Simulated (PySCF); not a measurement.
Molecule: SMILES S(C)c1ccsc1, C$_{5}$H$_{6}$S$_{2}$.

Molfile (atoms numbered from 1):
```
C5H6S2
     RDKit          3D

 13 13  0  0  0  0  0  0  0  0999 V2000
    2.4279    0.2279   -0.2096 C   0  0  0  0  0  0  0  0  0  0  0  0
    1.3121   -1.1715   -0.3765 S   0  0  0  0  0  0  0  0  0  0  0  0
   -0.2448   -0.4064   -0.1151 C   0  0  0  0  0  0  0  0  0  0  0  0
   -1.4466   -1.1836   -0.1628 C   0  0  0  0  0  0  0  0  0  0  0  0
   -2.5638   -0.4293    0.0626 C   0  0  0  0  0  0  0  0  0  0  0  0
   -2.1804    1.2204    0.3346 S   0  0  0  0  0  0  0  0  0  0  0  0
   -0.4959    0.9203    0.1466 C   0  0  0  0  0  0  0  0  0  0  0  0
    3.4414   -0.1669   -0.3614 H   0  0  0  0  0  0  0  0  0  0  0  0
    2.3658    0.6722    0.7951 H   0  0  0  0  0  0  0  0  0  0  0  0
    2.2263    0.9944   -0.9728 H   0  0  0  0  0  0  0  0  0  0  0  0
   -1.4665   -2.2568   -0.3572 H   0  0  0  0  0  0  0  0  0  0  0  0
   -3.6003   -0.7634    0.0830 H   0  0  0  0  0  0  0  0  0  0  0  0
    0.2135    1.7392    0.2407 H   0  0  0  0  0  0  0  0  0  0  0  0
  1  2  1  0
  2  3  1  0
  3  4  1  0
  4  5  2  0
  5  6  1  0
  6  7  1  0
  7  3  2  0
  1  8  1  0
  1  9  1  0
  1 10  1  0
  4 11  1  0
  5 12  1  0
  7 13  1  0
M  END
```

Geometry PBE0-D3(BJ)/def2-SVP throughout; GIAO in PySCF 2.14, gas phase, one conformer, non-relativistic; equivalent atoms averaged; functional PBE0.

Question: How do the shifts δ (against TMS, CS2 at the same level) depend on the basis set? (a selection of nuclei; ppm; last column core-seconds on shared hosts with different chips, so compare them loosely)

Answer: 
```
    basis set  functions     C5     C3     C7     C4    C1     S2   H11   H13  H8/H9/H10  core-s
       STO-3G         49  118.4  115.5  107.8  104.7  22.3  -54.0  5.85  5.54       1.26     6.7
     pcSseg-0         83  143.7  145.4  126.3  135.1  19.7  -45.9  6.56  5.76       2.19       6
        6-31G         83  128.9  134.1  114.5  121.6  17.9  -48.9  6.96  6.12       2.36      13
       6-31G*        118  122.8  130.7  108.8  119.1  16.9    0.1  6.72  5.90       2.24      20
      cc-pVDZ        136  128.8  138.5  113.8  123.8  18.0   -6.9  6.68  6.07       2.18      16
     def2-SVP        136  128.0  136.6  112.1  121.9  17.0    0.8  6.58  5.82       2.07      15
     pcSseg-1        163  134.1  143.1  117.0  130.7  18.5    1.3  6.91  6.06       2.32      17
  aug-cc-pVDZ        223  128.9  138.5  113.5  122.6  19.5    6.2  6.99  6.49       2.45      36
6-311+G(2d,p)        241  132.2  142.7  115.6  128.4  18.3   27.5  6.99  6.46       2.41      52
    def2-TZVP        265  133.1  145.1  116.1  130.2  18.2   30.9  7.00  6.43       2.32      47
      cc-pVTZ        302  132.8  143.0  116.2  129.4  18.1    6.9  6.91  6.40       2.34      55
     IGLO-III        323  136.4  148.0  119.0  132.6  18.3   38.3  6.96  6.46       2.40      62
```

Question: Which nucleus among those listed moves most, in ppm?

Answer: S2 (sulfide sulfur): from -54.0 ppm with STO-3G to 38.3 ppm with IGLO-III. The smallest spread is 0.94 ppm, at H13. Proton shifts span only some 12 ppm, so a few tenths of a ppm matter as much there as several ppm in carbon.

Question: Taking the largest basis, IGLO-III (323 functions), as the yardstick, rank the others by their worst heavy-atom deviation.

Answer: def2-TZVP 7.3 ppm (265 functions), 6-311+G(2d,p) 10.8 ppm (241 functions), cc-pVTZ 31.4 ppm (302 functions), aug-cc-pVDZ 32.0 ppm (223 functions), pcSseg-1 37.0 ppm (163 functions), def2-SVP 37.5 ppm (136 functions), 6-31G* 38.2 ppm (118 functions), cc-pVDZ 45.2 ppm (136 functions), pcSseg-0 84.2 ppm (83 functions), 6-31G 87.2 ppm (83 functions), STO-3G 92.3 ppm (49 functions).

A small basis that lands close on one nucleus may do so by chance; judge by the trend and by all nuclei.
